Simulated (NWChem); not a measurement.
Molecule: C₃H₃BF₂; SMILES C#CB(F)CF

```xyz
9

C      1.3571     2.0668     0.0000
C      0.4844     1.2186     0.0000
B     -0.5792     0.1240     0.0000
F     -1.8654     0.4579     0.0000
C     -0.2524    -1.4157     0.0000
F      1.0876    -1.7030     0.0000
H      2.1277     2.8178     0.0000
H     -0.7329    -1.8845     0.8820
H     -0.7329    -1.8845    -0.8820
```
Atoms are numbered in this order, from 1.

Computed with NWChem. Pople sets run with spherical d functions. Geometry: optimised at PBE0/def2-SVP. B3LYP is NWChem's, with the RPA form of VWN correlation. Atomic charges in e: unrestrained fits to the electrostatic potential beside Mulliken populations; buried atoms are poorly determined by the fit.

For level Hartree-Fock/6-31G*:

| Quantity | Result |
|---|---|
| Mulliken C1 | -0.25 |
| Mulliken C2 | -0.19 |
| ESP B3 | 0.74 |
| Mulliken B3 | 0.70 |
| Mulliken F4 | -0.38 |
| Mulliken C5 | -0.07 |

**Question.** How do the values read with level B3LYP/def2-SVP instead?

**Answer.** Mulliken C1: -0.10
Mulliken C2: 0.14
ESP B3: 0.54
Mulliken B3: -0.04
Mulliken F4: -0.07
Mulliken C5: 0.26
